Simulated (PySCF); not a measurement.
Species: 4-fluoro-2-methylaniline, C7H8FN.
SMILES: `Cc1cc(F)ccc1N`

Method used: PySCF 2.14.0, PBE0-D3(BJ)/def2-SVP geometry optimisation, gas phase.

Masses are those of the commonest isotopes; rigid-rotor values at the optimised geometry. 

Task: Give the principal moments of inertia and the rotational constants in cm⁻¹.

Result: Ia = 165.89, Ib = 393.20, Ic = 555.48 u·Å²; 505379 MHz·u·Å²/I gives 3047, 1285 and 909.8 MHz, that is A = 0.10162, B = 0.04287, C = 0.03035 cm⁻¹.

Task: What kind of rotor is it?

Result: An asymmetric top; Ray's κ = -0.649.

Task: What does the inertial defect say?

Result: Not planar: Δ = Ic − Ia − Ib = -3.61 u·Å². For a rigid frame Δ = −2 Σ m c², so Σ m c² = 1.80 u·Å² lies off the ab plane: 1.77 from hydrogen and 0.03 from heavier atoms. The atom farthest from that plane is 0.90 Å away.

Task: Give the other two planar moments, Paa and Pbb, and the rms extents of the mass along the axes.

Result: Paa = Σ m a² = (Ib + Ic − Ia)/2 = 391.39 and Pbb = Σ m b² = (Ia + Ic − Ib)/2 = 164.08 u·Å². With the mass M = 125.06 u, the rms extents √(P/M) along a, b and c are 1.77, 1.15, 0.12 Å.

Task: List the rotational levels J(Ka,Kc) to J = 2 (MHz).

Result: Above 0(0,0):
J = 1: 1(0,1) 2195, 1(1,1) 3956, 1(1,0) 4332
J = 2: 2(0,2) 6531, 2(1,2) 7971, 2(1,1) 9098, 2(2,1) 14381, 2(2,0) 14435
Those of J = 1 are B + C, A + C and A + B.

Task: Which lines would a microwave search look for?

Result: The dipole components are |μa| = 3.06 D, |μb| = 0.51 D, |μc| = 0.91 D. Intensities carry the squares of the components, which stand as 1.00 : 0.03 : 0.09 (a : b : c). Some lines, for components of 0.1 D or more:

```json
{"type": "a", "branch": "Q", "J(Ka,Kc)": "4(2,2) ← 4(2,3)", "MHz": "745", "lower level (cm⁻¹)": "0.991"}
{"type": "a", "branch": "Q", "J(Ka,Kc)": "3(1,2) ← 3(1,3)", "MHz": "2248", "lower level (cm⁻¹)": "0.466"}
{"type": "a", "branch": "Q", "J(Ka,Kc)": "5(1,4) ← 5(1,5)", "MHz": "5500", "lower level (cm⁻¹)": "1.059"}
{"type": "c", "branch": "Q", "J(Ka,Kc)": "5(3,3) ← 5(2,3)", "MHz": "8580", "lower level (cm⁻¹)": "1.406"}
{"type": "b", "branch": "Q", "J(Ka,Kc)": "5(2,4) ← 5(1,5)", "MHz": "8818", "lower level (cm⁻¹)": "1.059"}
{"type": "c", "branch": "Q", "J(Ka,Kc)": "4(3,2) ← 4(2,2)", "MHz": "9168", "lower level (cm⁻¹)": "1.016"}
{"type": "c", "branch": "R", "J(Ka,Kc)": "3(1,2) ← 2(0,2)", "MHz": "9678", "lower level (cm⁻¹)": "0.218"}
{"type": "c", "branch": "R", "J(Ka,Kc)": "2(2,1) ← 1(1,1)", "MHz": "10425", "lower level (cm⁻¹)": "0.132"}
{"type": "b", "branch": "R", "J(Ka,Kc)": "2(2,0) ← 1(1,1)", "MHz": "10479", "lower level (cm⁻¹)": "0.132"}
{"type": "a", "branch": "R", "J(Ka,Kc)": "5(2,3) ← 4(2,2)", "MHz": "11704", "lower level (cm⁻¹)": "1.016"}
{"type": "c", "branch": "R", "J(Ka,Kc)": "3(2,1) ← 2(1,1)", "MHz": "12131", "lower level (cm⁻¹)": "0.303"}
{"type": "b", "branch": "Q", "J(Ka,Kc)": "4(4,1) ← 4(3,2)", "MHz": "13559", "lower level (cm⁻¹)": "1.322"}
{"type": "c", "branch": "R", "J(Ka,Kc)": "4(2,3) ← 3(1,3)", "MHz": "15743", "lower level (cm⁻¹)": "0.466"}
{"type": "b", "branch": "R", "J(Ka,Kc)": "3(3,0) ← 2(2,1)", "MHz": "16367", "lower level (cm⁻¹)": "0.480"}
{"type": "c", "branch": "R", "J(Ka,Kc)": "4(3,2) ← 3(2,2)", "MHz": "18652", "lower level (cm⁻¹)": "0.699"}
{"type": "c", "branch": "R", "J(Ka,Kc)": "5(2,4) ← 4(1,4)", "MHz": "18665", "lower level (cm⁻¹)": "0.730"}
{"type": "c", "branch": "R", "J(Ka,Kc)": "5(4,1) ← 4(3,1)", "MHz": "24623", "lower level (cm⁻¹)": "1.323"}
```

Stationary, but not proved a minimum. Constants of a rigid frame at the computed geometry: no zero-point averaging, no centrifugal distortion. A rigid rotor knows nothing of inversion at nitrogen or internal rotation, which can split or shift real lines. Quadrupole hyperfine structure (14N) is left out.

The values belong to the conformer `[CH3:1][c:2]1[cH:3][c:4]([F:5])[cH:6][cH:7][c:8]1[NH2:9]`: H–N9–C8–C7 153°, H–N9–C8–C7 19°.
